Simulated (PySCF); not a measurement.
# Atomic charges by several schemes

C9H6FP.
Atom-mapped SMILES: `[F:1][c:2]1[cH:3][p:4][c:5]2[cH:6][cH:7][cH:8][cH:9][c:10]2[cH:11]1` (hydrogens: H12 on C3; H13 on C6; H14 on C7; H15 on C8; H16 on C9; H17 on C11)

Geometry (GFN2-xTB, Å), atoms numbered from 1 in this order:
```xyz
17
C9H6FP angstrom
F      3.7095   -0.9457    0.1338
C      2.5188   -0.3146   -0.0121
C      2.5664    1.0106   -0.4336
P      1.1887    1.9961   -0.6840
C     -0.1118    0.8637   -0.2682
C     -1.4309    1.3508   -0.3652
C     -2.5060    0.5582   -0.0679
C     -2.3029   -0.7657    0.3437
C     -1.0352   -1.2667    0.4481
C      0.0953   -0.4758    0.1473
C      1.3874   -1.0292    0.2650
H      3.5425    1.4408   -0.6133
H     -1.5752    2.3743   -0.6834
H     -3.5108    0.9455   -0.1482
H     -3.1544   -1.3877    0.5776
H     -0.8761   -2.2871    0.7658
H      1.4877   -2.0555    0.5847
```

Density: PBE0/pcSseg-1 (PySCF); schemes: Mulliken, IAO, Hirshfeld and ESP-fitted. Isolated species at its GFN2-xTB geometry, gas phase.

What partial charge does each atom carry?

In e:

```json
{"atom": "F1", "environment": "aryl fluorine", "Mulliken": "-0.286", "IAO": "-0.275", "Hirshfeld": "-0.087", "ESP-fitted": "-0.172"}
{"atom": "C2", "environment": "aromatic C–F carbon", "Mulliken": "+0.373", "IAO": "+0.301", "Hirshfeld": "+0.087", "ESP-fitted": "+0.125"}
{"atom": "C3", "environment": "aromatic CH carbon", "Mulliken": "-0.450", "IAO": "-0.427", "Hirshfeld": "-0.126", "ESP-fitted": "-0.093"}
{"atom": "P4", "environment": "phosphorus bonded to 2 C", "Mulliken": "+0.564", "IAO": "+0.392", "Hirshfeld": "+0.110", "ESP-fitted": "-0.201"}
{"atom": "C5", "environment": "ring-fusion aromatic carbon", "Mulliken": "-0.420", "IAO": "-0.217", "Hirshfeld": "-0.060", "ESP-fitted": "+0.313"}
{"atom": "C6", "environment": "aromatic CH carbon", "Mulliken": "-0.026", "IAO": "-0.137", "Hirshfeld": "-0.049", "ESP-fitted": "-0.285"}
{"atom": "C7", "environment": "aromatic CH carbon", "Mulliken": "-0.050", "IAO": "-0.154", "Hirshfeld": "-0.047", "ESP-fitted": "-0.124"}
{"atom": "C8", "environment": "aromatic CH carbon", "Mulliken": "-0.061", "IAO": "-0.141", "Hirshfeld": "-0.041", "ESP-fitted": "-0.134"}
{"atom": "C9", "environment": "aromatic CH carbon", "Mulliken": "-0.017", "IAO": "-0.151", "Hirshfeld": "-0.047", "ESP-fitted": "-0.202"}
{"atom": "C10", "environment": "ring-fusion aromatic carbon", "Mulliken": "-0.083", "IAO": "+0.015", "Hirshfeld": "+0.004", "ESP-fitted": "-0.022"}
{"atom": "C11", "environment": "aromatic CH carbon", "Mulliken": "-0.143", "IAO": "-0.185", "Hirshfeld": "-0.063", "ESP-fitted": "-0.184"}
{"atom": "H12", "environment": "aromatic hydrogen", "Mulliken": "+0.149", "IAO": "+0.185", "Hirshfeld": "+0.052", "ESP-fitted": "+0.169"}
{"atom": "H13", "environment": "aromatic hydrogen", "Mulliken": "+0.088", "IAO": "+0.155", "Hirshfeld": "+0.048", "ESP-fitted": "+0.177"}
{"atom": "H14", "environment": "aromatic hydrogen", "Mulliken": "+0.094", "IAO": "+0.158", "Hirshfeld": "+0.054", "ESP-fitted": "+0.148"}
{"atom": "H15", "environment": "aromatic hydrogen", "Mulliken": "+0.096", "IAO": "+0.159", "Hirshfeld": "+0.056", "ESP-fitted": "+0.150"}
{"atom": "H16", "environment": "aromatic hydrogen", "Mulliken": "+0.074", "IAO": "+0.152", "Hirshfeld": "+0.052", "ESP-fitted": "+0.157"}
{"atom": "H17", "environment": "aromatic hydrogen", "Mulliken": "+0.098", "IAO": "+0.169", "Hirshfeld": "+0.057", "ESP-fitted": "+0.178"}
```

Mean size of the charges over all atoms: IAO 0.198 e, Mulliken 0.181 e, ESP-fitted 0.167 e, Hirshfeld 0.061 e. Each set sums to the total charge, 0, to within 0.001 e. The Mulliken scheme gives each basis function's population to the atom it is centred on and halves the overlap population of two atoms between them.

Lowest charge. The schemes don't all agree: Mulliken C3 (-0.450); IAO C3 (-0.427); Hirshfeld C3 (-0.126); ESP-fitted C6 (-0.285).

Highest charge. The schemes don't all agree: Mulliken P4 (+0.564); IAO P4 (+0.392); Hirshfeld P4 (+0.110); ESP-fitted C5 (+0.313).

How many electrons does the IAO scheme count on C9?

Z − q = 6 − (-0.151) = 6.151.

How closely do the schemes follow one another over all atoms?

Correlation coefficient and root-mean-square difference: IAO with Hirshfeld 1.00, 0.154 e; Mulliken with IAO 0.92, 0.097 e; Mulliken with Hirshfeld 0.89, 0.187 e; Hirshfeld with ESP-fitted 0.47, 0.159 e; IAO with ESP-fitted 0.42, 0.219 e; Mulliken with ESP-fitted 0.06, 0.294 e.

Sum the charges by element, for elements with more than one atom.

```tsv
element	atoms	Mulliken	IAO	Hirshfeld	ESP-fitted
C	9	-0.877	-1.096	-0.342	-0.607
H	6	+0.600	+0.979	+0.319	+0.980
```
